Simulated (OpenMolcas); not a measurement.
Eu III.

```yaml
Program: OpenMolcas 26.06
Basis: ANO-R2 [8s6p4d3f1g]
Scalar_Hamiltonian: X2C, finite nucleus
Active_space: 7 electrons in 7 orbitals (4f)
State_averaging: 2S+1 = 8 odd, 1 root; 2S+1 = 6 odd, 48 roots; 2S+1 = 4 odd, 96 roots kept (CI in the orbitals of an earlier block); 2S+1 = 2 odd, 25 roots kept (CI in the orbitals of an earlier block, 0 in the spin-orbit step)
Spin-orbit_coupling: state interaction with AMFI integrals over the reference wave functions, term energies averaged over their components
```

Two sets of levels on these reference wave functions, in cm-1 above 4f7 8S* 7/2: one from CASSCF and one from MS-CASPT2, IPEA 0.25 Eh, imaginary shift 0.1 Eh (closed shells correlated: 5s 5p).

```tsv
Level	Set 1	Set 2
4f7 8S* 7/2	0.0	0.0
4f7 6P* 7/2	35980	30970
4f7 6P* 5/2	36320	31230
4f7 6P* 3/2	37050	31970
4f7 6I* 7/2	39050	35710
4f7 6I* 9/2	39320	36000
4f7 6I* 17/2	39430	36140
4f7 6I* 11/2	39570	36260
4f7 6I* 15/2	39700	36420
4f7 6I* 13/2	39720	36430
4f7 6D* 9/2	44060	38990
4f7 6D* 1/2	44850	39850
4f7 6D* 7/2	45110	40040
4f7 6D* 3/2	45150	40120
4f7 6D* 5/2	45330	40280
```

Q: Which set is which?

A: Set 2 is MS-CASPT2. Its levels of the other terms of 4f7 lie at 0.86 to 0.92 of the other set's values, as expected, since terms of lower spin or lower L gain more correlation energy than the Hund ground term. Against 4 measured levels (Martin, Zalubas and Hagan, Atomic Energy Levels: The Rare-Earth Elements, NSRDS-NBS 60 (1978)) the mean absolute deviation is 3800 cm-1 with it and 7500 cm-1 without; single levels miss by up to 4100 cm-1 with it.

CASPT2 does not keep the components of a term degenerate, so their means are used; among the terms shown or strongly mixed into the levels shown the widest spread is 310 cm-1 (4f7 6I*, MS-CASPT2). Only 96 quartet roots enter the spin-orbit mixing, so the splitting and order within the octet and the sextets are unsound, and g values and χT are rough. Without dynamic correlation excited terms often stand tens of per cent too high (terms of higher spin than the ground term too low), and those without a measured partner can miss by more than the paired ones (holds for CASSCF). Blocks of more than 70 roots (2S+1 = 4 odd) ran without multistate coupling (holds for MS-CASPT2). Measured partners are found by configuration, term and J. A level has none where our copy of the source lacks it or the pairing is in doubt (some pairs that miss far off the trend of their configuration count as doubtful), and it then counts in no deviation. Levels of configurations outside the active space are missing. The table leaves out levels that lie high or whose names do not pair safely across all columns.

* marks odd parity.
